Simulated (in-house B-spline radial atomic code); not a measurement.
# RPA and G0W0 on CAM-B3LYP: the zirconium ion Zr⁷⁺

Configuration [Ar] 3d10 4s2 4p3, highest spin, mean-field start CAM-B3LYP. Computed with an all-electron radial atomic-structure program (B-spline basis): all electrons, scalar-relativistic (spin-free one-electron X2C), finite nucleus, each spin shell either full or empty, empty states to l = 9 with an (l + 1/2)⁻⁴ tail; G0W0 by contour deformation at full frequency.

Command:
```bash
python run_gw.py task.json out
```
Settings (radii: box in bohr, nucleus in fm):
```
Z                        40
electrons                33
configuration            [Ar] 3d10 4s2 4p3
hamiltonian              x2c
method                   camb3lyp
lmax                     9
rms_radius               4.2694
spin_polarised           True
box_radius               8.41
intervals                66
```

Time taken, with all properties: 6.5 s on 1 thread of Arm Neoverse N1 (shared host).

Energies (hartree):

```
                                     term        value
                         mean-field total  -3584.96017
Hartree-Fock functional on these orbitals  -3582.98999
                      direct second order      -2.7422
                    second-order exchange      0.80367
                         SOSEX correction      0.75516
```

Task: What is the RPA correlation energy, and what remains with SOSEX?

Result: RPA gives -2.4655 hartree (-2.03 eV per electron); RPA + SOSEX gives -1.7104, and the second-order doubles -1.9385 hartree (no singles). RPA lacks exchange-type terms and so overcorrelates at short range.

Quasi-particle levels (eV):

```tsv
level	occupied	mean field	Σx - vxc	Σc	QP weight	G0W0
4p up	yes	-129.86	-5.02	?	?	?
4s down	yes	-149.55	-1.62	-3.10	0.970	-154.27
3d down	yes	-286.89	-18.61	4.71	0.950	-300.79
4p down	no	-117.82	7.23	-2.88	0.969	-113.47
```

G0W0 = mean field + (Σx - vxc) + Σc, with Σc (partial-wave tail included) taken at the quasi-particle energy. Only the outer levels were computed. Levels of low weight are left out.

Task: Where does G0W0 put 4p up?

Result: At -135.53 eV, with Σc = -0.66 eV and a quasi-particle weight of 0.970. The tabulated removal energy is 133.7 ± 0.5 eV (NIST, semi-empirical); the calculation leaves out spin-orbit coupling, Breit and QED terms, and what these don't explain is the method's own error.
